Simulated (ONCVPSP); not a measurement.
## Configuration tests for aluminium (Al) (ONCV)

aluminium (Al), optimised norm-conserving Vanderbilt (ONCV), made with ONCVPSP 4.0.1 (LDA (Perdew-Zunger), scalar-relativistic). Core [Ne], reference 3s1 3p2. Waves: 3s: rc 1.75 bohr, ncon 3, nbas 6, qcut 4.2 1/bohr, 1 projector; 3p: rc 1.70 bohr, ncon 4, nbas 7, qcut 5 1/bohr, 2 projectors, debl 3.9 Ha; d scattering state at 0.44 Ha: rc 1.90 bohr, ncon 3, nbas 7, qcut 4.2 1/bohr, 2 projectors, debl 0.7 Ha. Local part: polynomial inside 1.10 bohr (lpopt 4, dvloc0 0 Ha). Core correction: Teter function, fcfact 3.75, rcfact 1.6.

Energies are relative to the spin-unpolarised reference configuration 3s1 3p2; without spin polarisation the order of configurations can differ from experiment.

Q: Give the all-electron excitation energy and the error of the potential for: 3s2 3p1; 3s2 3p0; 3s1 3p0; 3s1 3p1.

A:

```tsv
valence configuration	charge	ΔE all-electron (eV)	error AE − PS (meV)
3s2 3p1	0	-5.155	-0.4
3s2 3p0	+1	0.691	-1.1
3s1 3p0	+2	20.069	-33
3s1 3p1	+1	6.511	-2.9
```

Levels in the configuration 3s2 3p1:

| level | all-electron (eV) | pseudo (eV) |
| --- | --- | --- |
| 3s | -7.836 | -7.834 |
| 3p | -2.789 | -2.788 |

Note: no bound ghost flagged; GHOST(+) flagged for s at 29.1 eV.
